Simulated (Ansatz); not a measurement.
Geometry optimisation, RHF/def2-SVP (Ansatz 0.2.0).

input.yaml

```yaml
crystal:
  periodic: [false, false, false]
  atoms:
    - { symbol: B, position_ang: [0.0, 0.0, 0.0] }
    - { symbol: O, position_ang: [0.0, 0.0, 1.76] }
    - { symbol: H, position_ang: [-0.9095, -0.2814, 2.0971] }
    - { symbol: F, position_ang: [1.1431, 0.0, -0.66] }
    - { symbol: F, position_ang: [-1.1431, 0.0, -0.66] }
    - { symbol: S, position_ang: [0.0982, 2.076, 0.6906] }
    - { symbol: H, position_ang: [0.6507, 2.1151, 1.9763] }
    - { symbol: H, position_ang: [0.0529, 1.1186, 1.6867] }
basis:
  gaussian: { orbitals: def2-SVP }
hamiltonian:
  xc: hf
relax:
  f_tol: 0.15
  max_steps: 25
  restrain:
    - { distance: [0, 5], at: 1.89, k: 30.0 }
    - { distance: [7, 1], at: 1.01, k: 30.0 }
    - { distance: [0, 1], at: 2.61, k: 30.0 }
    - { distance: [7, 5], at: 2.6, k: 30.0 }
output:
  orbitals: {}
```

Run as:

```bash
$ ansatz run input.yaml --threads 1 --pin off --max-ram 2048MiB --backend cpu --events-out ev --progress --plain --runs-dir out
```

Question: Where does it end, and by what steps?

Answer: The forces met the threshold. The restraints hold the end off the free minimum. After 13 steps the energy has fallen by 5.032 eV (the restraints' own energy left out); H7 moved furthest, 1.45 Å. Parted: S6–H8 (1.38 → 2.61 Å).

```csv
step,energy less start (eV),largest force component (eV/Å),accepted
0,0.0000,7.553,yes
1,-1.9197,4.942,yes
2,-2.8786,4.295,yes
3,-3.6605,3.726,yes
4,-4.3441,1.676,yes
5,-4.5724,1.611,yes
6,-4.7326,1.538,yes
7,-4.8222,1.620,yes
8,-4.9536,1.375,yes
9,-5.0053,1.339,yes
10,-5.0215,1.264,yes
11,-5.0229,1.245,yes
12,-5.0244,1.249,yes
13,-5.0317,1.304,yes
```

```xyz
8
Properties=species:S:1:pos:R:3
B 0.078 0.639 -0.213
O -0.226 -0.348 2.182
H -1.026 -0.824 2.351
F 1.219 0.066 -0.465
F -1.031 0.083 -0.620
S -0.008 2.350 0.525
H 1.303 2.483 0.736
H -0.416 0.579 2.395
```

The run took 25 s on 1 thread of Arm Neoverse V2 (shared host), peak memory 0.16 GiB.
